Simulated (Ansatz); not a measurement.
`C[SiH]([AlH2])[GaH2]` at its PBE0-D4/def2-TZVP geometry, where that method's forces vanish. Total charge 0; spin multiplicity 1.

| atom | x (Å) | y (Å) | z (Å) |
| --- | --- | --- | --- |
| C1 | 1.2041 | 0.5915 | -1.3233 |
| Si2 | -0.2716 | 0.4453 | -0.1473 |
| Al3 | 0.3270 | 0.5074 | 2.2234 |
| Ga4 | -1.5789 | -1.5386 | -0.5119 |
| H5 | 0.8783 | 0.5856 | -2.3653 |
| H6 | 1.7608 | 1.5137 | -1.1450 |
| H7 | 1.8874 | -0.2481 | -1.1790 |
| H8 | -1.2134 | 1.5913 | -0.3650 |
| H9 | -0.7981 | 0.7218 | 3.3265 |
| H10 | 1.8285 | 0.2753 | 2.7010 |
| H11 | -0.9988 | -2.7695 | -1.3101 |
| H12 | -3.0253 | -1.6760 | 0.0960 |

(1) For each bond, give half the difference of the two atoms' forces along it (eV/Å; positive pushes the atoms apart) under PBE-D4, r2SCAN-D4, B3LYP-D4, ωB97M-V in def2-TZVPP. (Estimate.)

Answers

(1) Ansatz gave: 
```tsv
bond	length (Å)	PBE-D4	r2SCAN-D4	B3LYP-D4	ωB97M-V
C1–Si2	1.893	0.02	0.05	0.11	0.07
C1–H5	1.092	0.11	-0.02	-0.05	-0.05
C1–H6	1.092	0.11	-0.01	-0.04	-0.04
C1–H7	1.092	0.11	-0.02	-0.04	-0.04
Si2–Al3	2.446	-0.06	0.02	0.05	0.03
Si2–Ga4	2.404	-0.06	-0.03	0.06	0.00
Si2–H8	1.499	0.11	0.00	-0.11	-0.12
Al3–H9	1.590	0.06	-0.04	-0.08	-0.10
Al3–H10	1.593	0.08	-0.02	-0.08	-0.11
Ga4–H11	1.578	0.06	-0.06	-0.02	-0.08
Ga4–H12	1.575	0.04	-0.08	-0.02	-0.07
```

B3LYP here is the variant with VWN-RPA as its local correlation; programs differ in this.
